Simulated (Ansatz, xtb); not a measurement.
Molecule: CrBr, net charge 0, sextet state. The spin state was set by rule; other spins were not relaxed. 
Coordinates optimised at B3LYP-D3(BJ)/def2-TZVP (Ansatz, a program for electronic structure):
SMILES: [Cr][Br]
```xyz
2

Cr     0.0000     0.0000    -1.4049
Br     0.0000     0.0000     0.9634
```
Charge 0, spin multiplicity 6.

Harmonic wavenumbers from GFN2-xTB (xtb, at its own minimum), cm⁻¹: 304.

**Question.** Give the harmonic wavenumbers at B3LYP-D3(BJ)/def2-TZVP (Ansatz, finite differences of forces, unscaled).

**Answer.** 287 cm⁻¹. Zero-point energy 0.4 kcal/mol.

**Question.** From these and the geometry, give the ideal-gas thermochemistry at 298.15 K and 1 atm (rigid rotor, harmonic oscillator).

**Answer.** Point group C∞v, rotational symmetry number 1. Rotational constants 2.86, 2.86 GHz. S(trans) 40.54, S(rot) 17.26, S(vib) 1.49, S(elec, spin only) 3.56, S 62.8 cal/(mol K). H(298) - H(0) 2.35 kcal/mol; G - E(el) -16.0 kcal/mol.
